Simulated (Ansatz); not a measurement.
Species: sum formula AlO2ClH2, charge 0, multiplicity 1. SMILES: [OH][Al]([OH])[Cl]
Geometry from a B3LYP-D3(BJ)/def2-TZVP (Ansatz, a program for electronic structure) optimisation:
```xyz
6

O      1.3400    -1.3884    -0.0862
Al    -0.0362    -0.4126    -0.0247
O     -1.5733    -1.1005    -0.0630
Cl     0.1071     1.6688     0.1001
H      2.2354    -1.0481    -0.0676
H     -1.7190    -2.0463    -0.1196
```
Charge 0, spin multiplicity 1.

Quantity: atomisation energy (electronic, to ground-state atoms), in eV. Valence correlation only, unless marked. UHF or UKS for open shells. Spin-orbit coupling is left out. Non-relativistic unless marked X2C. The coupled-cluster limit lacks core correlation, which all-electron functionals hold. CBS marks a two-point X^-3 extrapolation of the correlation energy; Hartree-Fock from the larger set (for Q and 5 zeta extrapolated as (X+1)exp(-9√X)).

```csv
level,program,atomisation energy (eV)
PBE-D3(BJ)/def2-TZVPD,Ansatz + dftd3,23.87
PBE0-D3(BJ)/def2-TZVP,Ansatz + dftd3,23.23
PBE0-D4/def2-TZVP,Ansatz + dftd4,23.24
LC-wPBE-D3(BJ)/def2-TZVPD,Ansatz + dftd3,…
SCS-MP2/aug-cc-pV(T+d)Z,Ansatz,23.87
X2C-CCSD(T)/cc-pVTZ-DK,Ansatz,…
"CCSD(T)/CBS(cc-pV(Q+d)Z,cc-pV(5+d)Z)",Ansatz,24.00
```

Task: What belongs in the gaps?

Result: 
- LC-wPBE-D3(BJ)/def2-TZVPD, atomisation energy (eV): 23.61
- X2C-CCSD(T)/cc-pVTZ-DK, atomisation energy (eV): 22.88
